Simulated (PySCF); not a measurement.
Al(Cl)(Me)(Et) (C₃H₈AlCl), SMILES [Cl][Al]([CH2]C)[CH3].

Coordinates come from a B3LYP-D3(BJ)/def2-SVP optimisation. The values are those of a single conformer.

Level of theory: PySCF with IEF-PCM-B3LYP/def2-SVP.

The values are the electrostatic part of the solvation free energy, E(continuum) − E(gas) at the gas-phase geometry, in a cavity of scaled van der Waals radii (PySCF's table); cavitation and dispersion terms are not included. A continuum can't describe solvent molecules that bind to the metal. In vacuum the orbital gap is 6.51 eV. The dipole moment in vacuum is 1.96 D.

Task: Estimate the values in water (ε = 78.36), cyclohexanone (ε = 15.62), ethanol (ε = 24.85). (The exact figures need the calculation; the answer reports its results.)

Result: 
```
solvent            ε  ΔG(elec) (kcal/mol)  dipole (D)  gap (eV)
-------------  -----  -------------------  ----------  --------
water          78.36                 -4.4        2.55      6.77
cyclohexanone  15.62                 -4.0        2.50      6.74
ethanol        24.85                 -4.2        2.52      6.75
```
